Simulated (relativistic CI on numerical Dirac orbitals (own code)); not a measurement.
**Slater and spin-orbit integrals, Tm LII**

Calculated at this level of theory: Dirac-Coulomb-Breit CI, separate exchange-only KLI orbitals for each configuration, QED by a radiative potential, unscaled Slater integrals (own radial code, finite nucleus).

Slater integrals F^k, G^k are unscaled and averaged over j, outside the closed core [Ne]; ζ comes from projecting the Hamiltonian with its Breit term on Σ l·s of the shell.

- 3s2 3p5 3d: ζ(3p) = 1.3247e+06, F^2(3p,3d) = 491530, G^1(3p,3d) = 513130, G^3(3p,3d) = 345830, ζ(3d) = 180990 cm⁻¹; <r>(3p) = 0.2011, <r^2>(3p) = 0.04683, <r>(3d) = 0.1784, <r^2>(3d) = 0.03675 (bohr units).
- 3s 3p6 3d: G^2(3s,3d) = 391130, ζ(3d) = 181770 cm⁻¹; <r>(3s) = 0.2054, <r^2>(3s) = 0.04821, <r>(3d) = 0.1785, <r^2>(3d) = 0.03679 (bohr units).
- 3s2 3p5 4s: ζ(3p) = 1.3379e+06, G^1(3p,4s) = 65636 cm⁻¹; <r>(3p) = 0.2002, <r^2>(3p) = 0.04641, <r>(4s) = 0.3873, <r^2>(4s) = 0.169 (bohr units).

Averages of the first 10 configurations, taken without configuration mixing, which lowers the lowest level and can move excited configurations by several eV; other configurations of the list can lie among them:

| Configuration | Parity | States | Average energy above the lowest level (eV) |
| --- | --- | --- | --- |
| 3s2 3p6 | even | 1 | 0.4 |
| 3s2 3p5 3d | odd | 60 | 350.0 |
| 3s 3p6 3d | even | 20 | 710.1 |
| 3s2 3p5 4s | odd | 12 | 2153.8 |
| 3s2 3p5 4p | even | 36 | 2290.8 |
| 3s2 3p5 4d | odd | 60 | 2435.8 |
| 3p6 3d 4p | odd | 60 | 3361.1 |
| 3s 3p6 4s | even | 4 | 2515.9 |
| 3p6 3d2 | even | 45 | 1430.9 |
| 3p5 3d3 | odd | 720 | 1778.4 |
